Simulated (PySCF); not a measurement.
**NMR data sheet: C₈H₁₀Si**

```yaml
Formula: C8H10Si
SMILES: C#C[C@H](C)C1=C[SiH2]C=C1
Point_group_of_the_computed_structure: C1
Degrees_of_unsaturation: 5
Carbon_signals: 8
Proton_signals: 8
```

Structure with atom numbers: `[CH:1]#[C:2][C@H:3]([CH3:4])[C:5]1=[CH:6][SiH2:7][CH:8]=[CH:9]1`; H(Xn) means a hydrogen on atom n. Ha(Si7) is pro-R; Hb(Si7) is pro-S.

Computed data (PySCF 2.14.0 with density-fitted response routines): σ from GIAO-PBE0/pcSseg-1, coordinates at the PBE0-D3(BJ)/def2-SVP level. No solvent, single conformer, non-relativistic, one averaged value for each set of equivalent atoms.

Scale: ¹H, ¹³C, ²⁹Si against TMS (reference shieldings calculated alike).

```tsv
carbon	δC, type	δH (multiplicity)	HMBC from (2–3 bonds)	span of the C tensor (ppm)
C1	78.6, CH	2.21 (d)	H(C3)	210
C2	88.8, C	–	H(C3), H(C1), H(C4)	304
C3	34.4, CH	3.25 (m)	H(C9), H(C6), H(C1), H(C4)	26
C4	23.1, CH3	1.28 (d)	H(C3)	33
C5	171.1, C	–	H(C9), H(C6), H(C8), Ha(Si7), Hb(Si7), H(C3), H(C4)	238
C6	125.8, CH	6.54 (m)	H(C9), H(C8), Ha(Si7), Hb(Si7), H(C3)	216
C8	136.3, CH	6.45 (m)	H(C9), H(C6), Ha(Si7), Hb(Si7)	235
C9	158.8, CH	7.03 (d)	H(C6), H(C8), Ha(Si7), Hb(Si7), H(C3)	226
```

Other nuclei:
```
  atoms  nucleus                                                environment  δ (ppm)  σ (ppm)
Ha(Si7)       ¹H  hydrogen on a silicon bonded to 2 C, in a 5-membered ring     4.72    26.55
Hb(Si7)       ¹H  hydrogen on a silicon bonded to 2 C, in a 5-membered ring     4.71    26.56
    Si7     ²⁹Si           silicon bonded to 2 C, 2 H, in a 5-membered ring    -37.9    389.9
```

1. Carbon types of the structure: 2 × C, 5 × CH, 1 × CH3, leaving 2 H on heteroatoms.
2. δC 171.1: fully substituted alkene carbon.
3. δC 158.8, 136.3, 125.8: alkene CH; the olefinic region.
4. δC 88.8: alkyne carbon; sp carbons lie upfield of alkene carbons because the cylindrical π system leaves one tensor component strongly shielded.
5. δC 78.6: terminal alkyne carbon; sp carbons lie upfield of alkene carbons because the cylindrical π system leaves one tensor component strongly shielded.
6. δH 7.03, 6.54, 6.45: hydrogen on an alkene CH; a vinylic proton, deshielded by the sp2 carbon and the C=C anisotropy.

Shifts are as computed. Against solution values, carbons near 30 ppm lie about +2 ppm off and those near 130 ppm about +5 ppm. Of 1211 compounds with measured shifts, 218 miss one by over three times the rms of a fit or turn the order of signals round; such compounds aren't used in these exercises. Multiplicities follow the n + 1 count of equivalent neighbours, as no J values were calculated; m marks all less simple cases, F and P coupling included.
